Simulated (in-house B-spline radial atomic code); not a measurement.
**Ar6+: [Ne] 3s2**

Method: Dirac-Kohn-Sham LDA PW92, spherical fractional occupations, Fermi nucleus of rms radius 3.4274 fm. Calculated with a B-spline radial code for spherical atoms.

Effective charges: Z_r = [3n² - l(l+1)]/(2<r>) from the radius, Z_e = n√(-2ε) from the energy, and Slater's rules. Values are occupation-weighted means over j.

| shell | electrons | ε (eV) | <r> (bohr) | Z_r | Z_e | Slater |
| --- | --- | --- | --- | --- | --- | --- |
| 1s | 2 | -3229.2 | 0.08592 | 17.46 | 15.41 | 17.70 |
| 2s | 2 | -408.56 | 0.4124 | 14.55 | 10.96 | 13.85 |
| 2p | 6 | -343.27 | 0.3731 | 13.40 | 10.05 | 13.85 |
| 3s | 2 | -116.17 | 1.185 | 11.40 | 8.77 | 8.85 |

The least bound orbital is 3s1/2 at -116.2 eV, and it is also the most diffuse (<r> = 1.185 bohr).

Spin-orbit splittings of the orbital energies (j = l + 1/2 above j = l - 1/2 when positive): 2p 2.276 eV.

For the 1s electron the small component carries 0.41 % of the norm, the zero-frequency Breit interaction raises the level by 2.527 eV, self-energy by 1.15 eV, and vacuum polarisation lowers it by 0.08058 eV.
